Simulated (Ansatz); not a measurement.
Mulliken charges of `F[C@H]1C[Si@@H]1Br` from r2SCAN/def2-TZVPP in Ansatz (PBE0-D4/def2-TZVP geometry).

```csv
atom,x (Å),y (Å),z (Å),charge (e)
F1,-0.744,-1.247,1.538,-0.227
C2,-0.188,-0.150,0.936,0.111
C3,0.890,-0.429,-0.122,-0.230
Si4,-0.613,0.416,-0.774,0.370
Br5,-0.619,2.569,-1.239,-0.199
H6,0.087,0.601,1.674,0.056
H7,0.941,-1.475,-0.421,0.090
H8,1.868,0.016,0.026,0.076
H9,-1.533,-0.347,-1.635,-0.046
```

Question: By hand: the dipole of these point charges (1 e Å = 4.8032 D).

Answer: Σ q r = (0.142, -0.074, -0.124) e Å, of length 0.203 e Å = 0.98 D.

Question: How does the dipole of the full density compare? (An estimate is asked.)

Answer: Computed: (0.181, 0.019, -0.134) e Å, 1.09 D; the point charges give 0.90 times that, at 27° from its direction.

Point charges leave out the atoms' own dipoles, such as those of lone pairs, and Mulliken's split depends on the basis, so the two needn't agree.
